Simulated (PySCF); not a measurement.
Electron correlation in Ho⁵²⁺ (holmium, charge +52)

[Ne] 3s2 3p3, high-spin 4S determinant. Computed with PySCF 2.14 in an even-tempered Gaussian basis (17 s from 13 bohr⁻², ratio 2.5; 12 p from 17 bohr⁻², ratio 2.5; 4 d from 65 bohr⁻², ratio 2.7; 4 f from 97 bohr⁻², ratio 2.7), with the spin-free X2C one-electron Hamiltonian (Gaussian nucleus). Frozen: 1s2; 13 electrons correlated; the 20 highest virtual orbitals of each spin left out.

```
  level  correlation energy (mhartree)
   CCSD                        -551.18
    (T)                          -0.56
CCSD(T)                        -551.74
```

Diagnostics: T1 = 0.00016, D1 = 0.0005, largest double amplitude 0.017.

Spin-orbit coupling is strong in this species (close to jj coupling), so the high-spin LS determinant is a model state, not a physical level.

Cost of the coupled-cluster step: about 23 core-seconds, for 13 correlated electrons.

At this charge the one-electron X2C treatment keeps the bare 1/r₁₂, with no two-electron picture change or Breit term. The effect here is smaller than on the frozen 1s shell; and a scalar Hamiltonian misses the large spin-orbit splitting of the p shells, which matters for ns² → np² pairs.

Spin-orbit coupling is strong in this species, so the high-spin LS determinant is a model state.
